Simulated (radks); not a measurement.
Trend from Mg+ to Ar+: ionisation energy by Delta-SCF between NIST ground configurations, and size. Calculated with a radial shooting solver on a logarithmic mesh with Libxc functionals: non-relativistic Kohn-Sham, r2SCAN, spin-polarised, spherical densities, point nucleus; open shells are filled with parallel spins first; meta-GGA in the generalised Kohn-Sham scheme.

species  configuration  IE (eV)  NIST (eV)       kind  outermost  <r> outermost (bohr)
Mg+           [Ne] 3s1   15.023     15.035       exp.         3s                  2.78
Al+           [Ne] 3s2   18.380     18.829       exp.         3s                  2.40
Si+       [Ne] 3s2 3p1   16.194     16.346       exp.         3p                  2.44
P+        [Ne] 3s2 3p2   20.068     19.769  semi-emp.         3p                  2.11
S+        [Ne] 3s2 3p3   23.852     23.338       exp.         3p                  1.87
Cl+       [Ne] 3s2 3p4   23.321     23.814       exp.         3p                  1.73
Ar+       [Ne] 3s2 3p5   27.794     27.630       exp.         3p                  1.56

Reference values: NIST Atomic Spectra Database (exp. = measured, semi-emp. = semi-empirical, theory = theoretical value adopted there). Open shells are spherical and high-spin; term and fine-structure splittings are not resolved.
